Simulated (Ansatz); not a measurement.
Ge₂H₄S₂ (`[S]1[GeH2][S][GeH2]1`) at its PBE0-D4/def2-TZVP geometry, where that method's forces vanish. Total charge 0; spin multiplicity 1.

```xyz
8

S     1.3211   -0.9461    0.4175
Ge   -0.8950   -1.1450    0.2371
S    -1.3207    0.9451   -0.4207
Ge    0.8950    1.1450   -0.2374
H    -1.5550   -1.4685    1.5875
H    -1.2949   -2.1768   -0.8303
H     1.2928    2.1749    0.8326
H     1.5567    1.4715   -1.5862
```

(1) What forces (eV/Å) does PBE-D4/def2-TZVPP give on these atoms in the Gaussian-basis code of Ansatz? (Estimate.)

Answers

(1) Computed: 
```
S1   0.347 -0.249  0.110
Ge2 -0.078 -0.099  0.021
S3  -0.347  0.248 -0.110
Ge4  0.078  0.100 -0.020
H5  -0.086 -0.047  0.167
H6  -0.054 -0.133 -0.130
H7   0.054  0.133  0.130
H8   0.087  0.047 -0.167
```
